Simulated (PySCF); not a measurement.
## Field gradients at the hydrogen positions

Species: C7H15PSi.
Geometry (GFN2-xTB, Å), atoms numbered from 1 in this order:
```
atom  x, y, z in Å
C1     3.6898   -0.1052   -0.7124
C2     3.1005   -0.4422    0.4232
Si3    1.2444   -0.3733    0.7370
C4     0.5726    1.3964    0.5245
C5    -0.9519    1.4054    0.5257
P6    -1.6380    0.4788   -0.9338
C7    -3.4135    0.4639   -0.4075
C8    -1.2033   -1.2473   -0.3942
C9     0.2985   -1.4957   -0.4771
H10    3.1267    0.2439   -1.5628
H11    4.7591   -0.1603   -0.8510
H12    3.7195   -0.7854    1.2409
H13    0.9663   -0.8243    2.1168
H14    0.9404    2.0473    1.3207
H15    0.9291    1.8223   -0.4155
H16   -1.3391    0.9665    1.4508
H17   -1.3296    2.4314    0.4554
H18   -3.5202    0.1160    0.6194
H19   -3.8180    1.4710   -0.4931
H20   -3.9756   -0.1898   -1.0723
H21   -1.5651   -1.4119    0.6258
H22   -1.7425   -1.9317   -1.0583
H23    0.6333   -1.3080   -1.4992
H24    0.5046   -2.5481   -0.2702
```

Level: PBE0/pcSseg-1 (PySCF, non-relativistic); Q(2H) = 0.00286 b; rigid geometry, the same for H and D, with no vibrational averaging.

Problem. Rank these positions by the coupling χzz of a deuteron there, largest first.
A. H14 (methylene hydrogen)
B. H16 (methylene hydrogen)
C. H13 (Si–H hydrogen)
D. H12 (vinylic hydrogen)

Solution. D (222 kHz), A (210 kHz), B (203 kHz), C (103 kHz).

Problem. What are Vzz, η and χzz (234.96 MHz × Q × Vzz) at all hydrogens?

Solution. 
| atom | bonded to | bond length (Å) | Vzz (au) | η | χzz (kHz) |
| --- | --- | --- | --- | --- | --- |
| H10 | C1 | 1.078 | 0.3333 | 0.05 | 224 |
| H11 | C1 | 1.080 | 0.3314 | 0.04 | 223 |
| H12 | C2 | 1.081 | 0.3310 | 0.03 | 222 |
| H13 | Si3 | 1.478 | 0.1536 | 0.02 | 103 |
| H14 | C4 | 1.092 | 0.3119 | 0.03 | 210 |
| H15 | C4 | 1.092 | 0.3101 | 0.03 | 208 |
| H16 | C5 | 1.095 | 0.3015 | 0.02 | 203 |
| H17 | C5 | 1.096 | 0.3018 | 0.02 | 203 |
| H18 | C7 | 1.089 | 0.3142 | 0.00 | 211 |
| H19 | C7 | 1.089 | 0.3169 | 0.01 | 213 |
| H20 | C7 | 1.089 | 0.3168 | 0.01 | 213 |
| H21 | C8 | 1.095 | 0.3015 | 0.02 | 203 |
| H22 | C8 | 1.096 | 0.3017 | 0.02 | 203 |
| H23 | C9 | 1.092 | 0.3101 | 0.03 | 208 |
| H24 | C9 | 1.092 | 0.3120 | 0.03 | 210 |

Problem. Average by the element that carries the hydrogen.

Solution. on C: 211 kHz over 14 positions, mean bond length 1.090 Å; on Si: 103 kHz over 1 position, mean bond length 1.478 Å.

Problem. How does χzz go with the bond length over the 14 C–H bonds?

Solution. A straight-line fit has a slope of -12.7 kHz for each 0.01 Å, with a correlation coefficient of -0.99, over lengths from 1.078 to 1.096 Å. The longer bonds have the smaller couplings here.

Problem. Give the 2H NMR doublet splittings at H19 for a magnetic field along the z, y and x axes of the gradient: 3χ/2, 3χ(1 + η)/4, 3χ(1 − η)/4.

Solution. With |χ| = 213.0 kHz and η = 0.009: 319, 161 and 158 kHz, to first order and without motion.

Isolated species at its GFN2-xTB geometry (one conformer only). GFN2-xTB frequencies show an imaginary mode (27i cm⁻¹), so this geometry is no minimum at that level. GFN2-xTB bond lengths can be off by several hundredths of an ångström, more for odd bonds, and the gradients follow them. With a basis this small, the couplings can be 20 % off.
